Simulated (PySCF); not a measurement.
Computed shifts of a molecule C₄H₇BO, PBE/pcSseg-1 (PySCF), GIAO, gas phase, equivalent atoms averaged, in ppm (number of nuclei): ¹³C: 156.9 (1), 118.4 (1), 29.7 (1), 3.1 (1). ¹H: 7.11 (1), 5.88 (1), 2.17 (2), 1.05 (3). References: ¹³C against TMS (σ = 182.0 ppm); ¹¹B against BF3 (σ = 83.9 ppm); ¹⁷O against H2O (σ = 334.3 ppm); ¹H against TMS (σ = 31.49 ppm), references at their B3LYP-D3(BJ)/def2-TZVP geometries, non-relativistic. Coordinates come from a PBE0-D3(BJ)/def2-SVP optimisation. Other conformers were not sampled.

### Question
Identify the compound among the candidates.
(A) CB1C=C(C)O1
(B) C=CB(C)C=O
(C) C=C1CB(O)C1
(D) CB1CC=CO1

### Answer
D, CB1CC=CO1
